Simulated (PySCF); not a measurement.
Radial density of B⁺ (boron, charge +1)

TPSS, [He] 2s1 2p1, high-spin 3P determinant (an excited configuration). All numbers are calculated (PySCF 2.14, the non-relativistic Hamiltonian (point nucleus), in def2-TZVPPD).

| r (bohr) | 4πr²ρ (e/bohr) | 4πr²(ρα − ρβ) |
| --- | --- | --- |
| 0.00489 | 0.02032 | 0.0006 |
| 0.00823 | 0.05578 | 0.0016 |
| 0.0138 | 0.1488 | 0.0044 |
| 0.0233 | 0.3838 | 0.0112 |
| 0.0392 | 0.9265 | 0.0266 |
| 0.0659 | 2.015 | 0.0565 |
| 0.111 | 3.669 | 0.0979 |
| 0.186 | 5.001 | 0.1204 |
| 0.314 | 4.263 | 0.0912 |
| 0.527 | 1.838 | 0.1732 |
| 0.887 | 0.9208 | 0.7256 |
| 1.49 | 1.135 | 1.1311 |
| 2.51 | 0.4813 | 0.4813 |
| 4.22 | 0.03358 | 0.0336 |
| 7.10 | 0.0001764 | 0.0002 |
